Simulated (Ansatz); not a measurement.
Start from `[OH][Sn]([OH])([OH])[Cl]` and change one element to get `[OH][Sn]([OH])([OH])[F]`.

Ansatz, PBE0-D4/def2-TZVP geometries, multiplicity 1. Each molecule was computed in one conformer, which needn't be the lowest.

Elements past krypton have def2 core potentials.

```tsv
property	`[OH][Sn]([OH])([OH])[Cl]`
HOMO energy (B3LYP/def2-TZVPP) / eV	-9.01
LUMO energy (ωB97M-V/def2-TZVPP) / eV	-0.02
size of the dipole moment (ωB97M-V/def2-TZVPP) / D	1.34
HOMO–LUMO gap (PBE/def2-TZVPP) / eV	4.58
HOMO energy (PBE0/def2-TZVPP) / eV	-9.30
HOMO–LUMO gap (B3LYP/def2-TZVPP) / eV	6.65
```

(1) Give the same properties after the change, and the shifts. (Best estimate.)

Answers

(1) Computed: 
```
                                          property  `[OH][Sn]([OH])([OH])[F]`  shift
               HOMO energy (B3LYP/def2-TZVPP) / eV                      -9.20  -0.19
             LUMO energy (ωB97M-V/def2-TZVPP) / eV                      -0.04  -0.02
size of the dipole moment (ωB97M-V/def2-TZVPP) / D                       1.47   0.13
               HOMO–LUMO gap (PBE/def2-TZVPP) / eV                       4.68   0.10
                HOMO energy (PBE0/def2-TZVPP) / eV                      -9.48  -0.18
             HOMO–LUMO gap (B3LYP/def2-TZVPP) / eV                       6.79   0.14
```

Dipoles are sizes alone; their direction can turn.

B3LYP here is the variant with VWN-RPA as its local correlation; programs differ in this.
